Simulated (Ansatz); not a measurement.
Input and output for `C[Si](C)(C)B(F)F`.

```yaml
crystal:
  periodic: [false, false, false]
  atoms:
    - {symbol: C, position_ang: [0.408011, 0.900303, 1.568811]}
    - {symbol: Si, position_ang: [0.009903, 0.026485, -0.045171]}
    - {symbol: C, position_ang: [1.318473, -1.256452, -0.435829]}
    - {symbol: C, position_ang: [-1.683052, -0.777010, 0.076485]}
    - {symbol: B, position_ang: [-0.052050, 1.426280, -1.530432]}
    - {symbol: F, position_ang: [-0.907470, 2.438797, -1.494293]}
    - {symbol: F, position_ang: [0.742527, 1.401841, -2.590000]}
    - {symbol: H, position_ang: [1.393563, 1.371290, 1.538071]}
    - {symbol: H, position_ang: [-0.329088, 1.676335, 1.789018]}
    - {symbol: H, position_ang: [0.403871, 0.187370, 2.398372]}
    - {symbol: H, position_ang: [1.104761, -1.764450, -1.379481]}
    - {symbol: H, position_ang: [1.366198, -2.014576, 0.350855]}
    - {symbol: H, position_ang: [2.307135, -0.798942, -0.522037]}
    - {symbol: H, position_ang: [-1.943569, -1.305896, -0.843578]}
    - {symbol: H, position_ang: [-1.702555, -1.501582, 0.895661]}
    - {symbol: H, position_ang: [-2.459556, -0.032391, 0.267848]}
basis:
  gaussian: {orbitals: def2-mTZVP, nuclear_model: gaussian}
total_charge: -1
magnetization: {spin_polarized: false, initial_magnetization: 1}
hamiltonian: {xc: {name: PBEsol}, dispersion: d3bj}
output: {forces: true}
```

```sh
$ ansatz run in.yaml --threads 8 --pin off --events-out ev --progress --plain --max-ram 18278MiB
```

It prints (some lines left out):

```
Functional definition: PBEsol
1622 factors; their error is unknown
mean field evaluation 1: about -17170.9971 eV, gradient 8.7e1 eV
mean field evaluation 2: about -17143.3422 eV, gradient 1.2e2 eV
mean field evaluation 4: about -17186.5080 eV, gradient 1.9e1 eV
mean field evaluation 8: about -17188.6016 eV, gradient 1.0e0 eV
mean field evaluation 16: about -17188.5236 eV, gradient 8.8e-1 eV
mean field evaluation 32: about -17188.5353 eV, gradient 3.9e-4 eV
mean field -17188.53532507 eV, -631.6670223887 hartree, gradient 1.7e-5 eV, S^2 0.750000; 7 other end points of the search recorded, 0 dependent functions left out
reference -17188.53538088 eV, -631.6670244396 hartree; 33, 32 occupied and 130, 131 virtual orbitals, 1622 factors
Total energy: -17188.68834300 eV, -631.6726456937 hartree
Atom 0 at     0.408011     0.900303     1.568811 Å, force    -0.059579    -0.509961     0.446969 eV/Å
Atom 1 at     0.009903     0.026485    -0.045171 Å, force     0.021239     2.070551    -2.366851 eV/Å
Atom 2 at     1.318473    -1.256452    -0.435829 Å, force     0.044885    -0.249178     0.221293 eV/Å
Atom 3 at    -1.683052    -0.777010     0.076485 Å, force     0.075182    -0.391209     0.540004 eV/Å
Atom 4 at    -0.052050     1.426280    -1.530432 Å, force     0.339800    -2.743265     2.582856 eV/Å
Atom 5 at    -0.907470     2.438797    -1.494293 Å, force    -1.781614     2.213784    -0.038050 eV/Å
Atom 6 at     0.742527     1.401841    -2.590000 Å, force     1.633677     0.127441    -2.373136 eV/Å
Atom 7 at     1.393563     1.371290     1.538071 Å, force     0.217682     0.108123    -0.163631 eV/Å
Atom 8 at    -0.329088     1.676335     1.789018 Å, force    -0.247024     0.277146     0.010958 eV/Å
Atom 9 at     0.403871     0.187370     2.398372 Å, force     0.000377    -0.289158     0.810022 eV/Å
Atom 10 at     1.104761    -1.764450    -1.379481 Å, force    -0.120217    -0.118434    -0.268781 eV/Å
Atom 11 at     1.366198    -2.014576     0.350855 Å, force     0.118937    -0.397516     0.283705 eV/Å
Atom 12 at     2.307135    -0.798942    -0.522037 Å, force     0.262835     0.184085     0.000160 eV/Å
Atom 13 at    -1.943569    -1.305896    -0.843578 Å, force     0.045244    -0.031277    -0.286992 eV/Å
Atom 14 at    -1.702555    -1.501582     0.895661 Å, force    -0.316998    -0.540691     0.577579 eV/Å
Atom 15 at    -2.459556    -0.032391     0.267848 Å, force    -0.234426     0.289558     0.023894 eV/Å
Dipole moment:     0.043802    -0.411327     0.406665 e Å
```

Hardware: 8 threads of an Arm Neoverse V1 on a shared host. Wall time 6.5 s, peak host memory 0.54 GiB.
